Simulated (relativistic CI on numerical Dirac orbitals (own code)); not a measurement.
Sr I: calculation against measurement

Calculated at this level of theory: Dirac-Coulomb-Breit CI, KLI orbitals optimised for each configuration, model QED (radiative potential, 1s self-energy scaled to tabulated hydrogen-like ionisation energies), valence Slater integrals scaled by 0.85, P86 correlation energy added to each configuration (own radial code, finite nucleus).

Configurations in the expansion (outside the closed core [Kr]): 5s², 5s5p, 5s4d, 5s6s, 4d5p, 5s5d, 5p², 4d², 5s6p, 5s7s, 5s4f, 5s7p, 5s6d, 5s5f, 5s5g, 5s7d. Levels of other configurations are missing.

```csv
Configuration,Term (tabulated),J,Measured (cm⁻¹),Computed,Error,Purity (%)
5s²,1S,0,0.0,0,0,94
5s5p,3P°,0,14317.5,12564,-1753,98
5s5p,3P°,1,14504.4,12731,-1773,98
5s5p,3P°,2,14898.6,13074,-1825,98
5s4d,3D,1,18159.1,18477,318,100
5s4d,3D,2,18218.8,18495,276,100
5s4d,3D,3,18319.3,18523,204,100
5s4d,1D,2,20149.7,20294,145,84
5s5p,1P°,1,21698.5,20542,-1157,80
5s6s,3S,1,29038.8,29169,130,100
5s6s,1S,0,30591.8,30525,-67,94
4d5p,3F°,2,33266.9,32383,-884,81
4d5p,3F°,3,33589.7,32623,-967,99
4d5p,1D°,2,33826.9,32761,-1066,81
4d5p,3F°,4,33919.3,32853,-1066,100
5s5d,1D,2,34727.5,34714,-13,66
5s5d,3D,1,35006.9,35282,275,100
5s5d,3D,2,35022.0,35300,278,100
5s5d,3D,3,35045.1,35327,282,100
5p²,3P,0,35193.5,33444,-1750,76
5p²,3P,1,35400.1,33602,-1798,76
5p²,3P,2,35674.7,33866,-1809,74
4d5p,3D°,1,36264.2,35984,-280,100
4d5p,3D°,2,36381.8,36060,-322,100
4d5p,3D°,3,36559.5,36187,-373,100
4d5p,3P°,0,37292.1,37118,-175,93
4d5p,3P°,1,37302.8,37113,-190,92
4d5p,3P°,2,37336.6,37101,-236,92
```

Measured levels from NIST Handbook of Basic Atomic Spectroscopic Data (Sansonetti and Martin, J. Phys. Chem. Ref. Data 34, 1559 (2005)); pairs were made by configuration, J and term (by order where the table uses no LS term), so strongly mixed levels may be paired wrongly.

Mean error by configuration (cm⁻¹): 5s5p -1627; 5s4d 236; 5s6s 32; 4d5p -556; 5s5d 205; 5p² -1786. Over the excited levels the mean absolute error is 719 cm⁻¹ (27 of the 27 excited levels that our extract of the source holds in range could be paired), and the median relative error of those above 1,000 cm⁻¹ is 1.1 %.

Transition probabilities of persistent lines. The last column rescales the computed rate by the cube of measured over computed energy:

| λ measured (Å) | Lower | Upper | A tabulated (s⁻¹) | A computed | A rescaled |
| --- | --- | --- | --- | --- | --- |
| 4607.33 air | 5s² ¹S0 | 5s5p ¹P°1 | 2.01e+08 | 1.96e+08 | 2.31e+08 |
| 6892.59 air | 5s² ¹S0 | 5s5p ³P°1 | 4.80e+04 | 1.68e+04 | 2.49e+04 |
